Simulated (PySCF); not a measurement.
Bi(Cl)2(SiH3) (BiCl₂H₃Si), SMILES [SiH3][Bi]([Cl])[Cl].

Geometry: r2SCAN-D4/def2-SVP. The structure was generated by enumeration; whether it is a known compound was not checked. The def2 effective core potentials stand for the cores of Bi; spin–orbit coupling is left out.

Two levels are set side by side: TDA-PBE/def2-SVPD (PySCF) and TDA-PBE0/def2-SVPD (PySCF). Vertical, same geometry. The lowest singlet is HOMO→LUMO 99 % with PBE and HOMO→LUMO 99 % with the other functional; states are paired by order. Differences are taken from unrounded values.

| quantity | TDA-PBE0 |
|---|---|
| lowest singlet excitation (eV) | 3.65 |
| lowest triplet excitation (TDA) (eV) | 3.14 |
| first bright state (f over 0.05) (eV) | 5.93 |
| its oscillator strength | 0.38 |

Question: What does TDA-PBE give, and how far is it from TDA-PBE0? (An estimate is asked for; the answer gives what the named calculation found.)

Answer: 
| quantity | TDA-PBE | TDA-PBE minus TDA-PBE0 |
|---|---|---|
| lowest singlet excitation (eV) | 3.33 | -0.32 |
| lowest triplet excitation (TDA) (eV) | 2.92 | -0.22 |
| first bright state (f over 0.05) (eV) | 5.37 | -0.56 |
| its oscillator strength | 0.20 | -0.19 |

Functionals without exact exchange tend to place singlet excitations lower, as here. Differences between two approximate levels are no errors against the true value.

Rough cost on one machine, each run with all the roots and properties that it gave: TDA-PBE0 against TDA-PBE about 2 times.
